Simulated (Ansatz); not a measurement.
Program: Ansatz. Geometries: PBE0-D4/def2-TZVP. ΔE: electronic, gas phase. CBS: MP2 limit from def2 TZ/QZ plus the TZ coupled-cluster correction, frozen cores. This one scheme is used for every species. For Ge outer-core shells are correlated without core-valence functions, which leaves a few kJ/mol of doubt a bond. Scalar relativity is left out up to krypton.

`[CH3][Ge]([CH3])([F])[F]` + H₂ → `[CH3][GeH]([F])[F]` + CH₄  (hydrogenolysis of a Ge–C bond)

```tsv
species	CCSD(T)/CBS(def2) energy (Eh)
`[CH3][Ge]([CH3])([F])[F]`	-2355.52488
H₂	-1.17544
`[CH3][GeH]([F])[F]`	-2316.24489
CH₄	-40.46206
```

(1) Work out ΔE.

(2) What do rigid-rotor, harmonic-oscillator terms from PBE0-D4/def2-TZVP frequencies (298.15 K, 1 bar) make of the CCSD(T)/CBS value? (Estimate.)

Largest T1 diagnostic among the species: 0.012.

## Answers

(1) ΔE = (-2316.24489) + (-40.46206) − (-2355.52488) − (-1.17544) = -0.00663 Eh = -17.4 kJ/mol.

(2) Computed: ΔZPE = +15.8 kJ/mol, ΔH = -5.7 kJ/mol, ΔS = 20 J/(mol·K), ΔG = -11.6 kJ/mol.

Leaving LDA and LC-ωPBE aside and taking each functional with its dispersion term where it has one, the values, not all of them listed here, spread over 14.7 kJ/mol, from B97M-V to revPBE-D4. LDA lies +4.5 kJ/mol from PBE without D4. At CCSD(T), def2-SVP lies −14.8 kJ/mol from the extrapolated value and def2-TZVPP −1.2 kJ/mol.
